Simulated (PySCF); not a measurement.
Telling isomers of C9H16 apart by NMR

No solvent model, one averaged value for each set of equivalent atoms, no relativistic terms, a single conformation. Structure optimised with PBE0-D3(BJ)/def2-SVP; GIAO PBE0/pcSseg-1 shieldings; PySCF.

Shifts are taken against calculated references (same method and geometry level): 1H (σref 31.27), 13C (σref 184.41) vs TMS. Where no couplings were computed, multiplicities follow the n + 1 count of equivalent neighbours, and m marks all less simple cases (inequivalent or close neighbours, rings, F or P nearby). Shifts are as computed. Against solution values, carbons near 30 ppm lie about +2 ppm off and those near 130 ppm about +5 ppm. Of 1309 compounds with measured shifts, 239 miss one by over three times the rms of a fit or turn the order of signals round; such compounds aren't used in these exercises.

(1) Tabulate the signals of `C1CC[C@@H]2CCC[C@H]2C1`, `C=C(C)C(=C)C(C)(C)C` and their relative energies.

(2) What is the quickest way to tell C1CC[C@@H]2CCC[C@H]2C1 from C=C(C)C(=C)C(C)(C)C?

## Answers

(1) 
| SMILES | carbon types | δC | δH | E rel. (kcal/mol) |
| --- | --- | --- | --- | --- |
| C1CC[C@@H]2CCC[C@H]2C1 | 2×CH 7×CH2 | 47.2, 33.9, 33.8, 28.8, 22.9 | 1.77 (m, 2H), 1.66 (m, 2H), 1.60 (m, 2H), 1.56 (m, 2H), 1.13 (m, 2H), 1.01 (m, 2H), 0.79 (m, 2H), 0.60 (m, 2H) | 0.0 |
| C=C(C)C(=C)C(C)(C)C | 3×C 2×CH2 4×CH3 | 171.2, 157.8, 121.5, 117.1, 37.2, 30.8, 30.7 | 5.35 (br s, 1H), 5.27 (br s, 1H), 4.99 (br s, 1H), 4.81 (br s, 1H), 1.97 (s, 3H), 1.09 (s, 9H) | 40.7 |

Energies are electronic energies at PBE0/pcSseg-1 on these geometries, without zero-point or thermal terms, each for the one conformer computed, which needn't be the lowest.

(2) Count the carbon signals: 5 against 7. The first has an sp3 CH in a ring at 47.2 ppm, the second a fully substituted alkene carbon (C) at 171.2 ppm. In the proton spectra the most deshielded non-exchanging signals are 1.77 (m, 2H) and 5.35 (br s, 1H).
